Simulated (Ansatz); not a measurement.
`[SiH3][SiH2][InH2]` + CH₃SH → `C[S][InH2]` + `[SiH3][SiH3]`  (cleavage of the In–Si bond)

Calculated with Ansatz (gas phase, PBE0-D4/def2-TZVP geometries, no zero-point term in ΔE). CCSD(T)/CBS is the MP2 limit (def2-TZVPP, def2-QZVPP) plus CCSD(T) − MP2 in def2-TZVPP, frozen cores. This one scheme is used for every species. Functionals use def2-TZVPP. def2 core potentials past Kr. For In outer-core shells are correlated without core-valence functions, which leaves a few kJ/mol of doubt a bond.

`[SiH3][SiH2][InH2]`:

```xyz
10

Si    0.708   -1.583    0.555
Si    0.735    0.690    0.002
In   -1.610    1.453   -0.725
H     2.050   -2.075    0.971
H     0.253   -2.382   -0.616
H    -0.248   -1.820    1.672
H     1.225    1.452    1.186
H     1.725    0.880   -1.098
H    -2.695    2.188    0.401
H    -2.143    1.198   -2.349
```

CH₃SH:

Cartesian coordinates in Å:
```
C 0.191 -0.377 0.251
S 0.158 0.881 -1.045
H 0.191 0.071 1.243
H 1.123 -0.925 0.118
H -0.639 -1.075 0.151
H -1.024 1.425 -0.718
```

`C[S][InH2]`:

```xyz
8

C     0.975   -0.570    0.911
S     0.699   -0.678   -0.885
In   -1.211    0.690   -1.229
H     0.908   -1.570    1.339
H     0.244    0.074    1.399
H     1.974   -0.172    1.091
H    -1.819    1.400    0.214
H    -1.770    0.825   -2.839
```

`[SiH3][SiH3]`:

```xyz
8

Si   -0.246    0.553   -1.000
Si    0.246   -0.553    1.000
H    -1.354   -0.139   -1.713
H    -0.659    1.955   -0.726
H     0.949    0.573   -1.886
H     0.656   -1.956    0.727
H    -0.948   -0.570    1.887
H     1.356    0.137    1.711
```

```tsv
species	PBE0 energy (Eh)
`[SiH3][SiH2][InH2]`	-773.06404
CH₃SH	-438.53753
`C[S][InH2]`	-629.28143
`[SiH3][SiH3]`	-582.33924
```

**Question.** Work out ΔE.

**Answer.** ΔE = (-629.28143) + (-582.33924) − (-773.06404) − (-438.53753) = -0.01910 Eh = -50.1 kJ/mol. CCSD(T)/CBS gives -58.1 kJ/mol.

**Question.** What do rigid-rotor, harmonic-oscillator terms from PBE0-D4/def2-TZVP frequencies (298.15 K, 1 bar) make of the CCSD(T)/CBS value? (Best estimate.)

**Answer.** Ansatz gave: ΔZPE = +0.7 kJ/mol, ΔH = -58.7 kJ/mol, ΔS = -23 J/(mol·K), ΔG = -51.9 kJ/mol. Modes under 50 cm⁻¹ make the entropy rough.

Largest T1 diagnostic among the species: 0.014.

Leaving LDA and LC-ωPBE aside and taking each functional with its dispersion term where it has one, the values, not all of them listed here, spread over 9.2 kJ/mol, from B2PLYP to PBE0-D4. At CCSD(T), def2-SVP lies +4.1 kJ/mol from the extrapolated value and def2-TZVPP +3.0 kJ/mol. In def2-TZVPP, CCSD(T) changes the Hartree–Fock value by +7.4 kJ/mol (the triples alone add −1.1 kJ/mol) and MP2 by +3.0 kJ/mol.
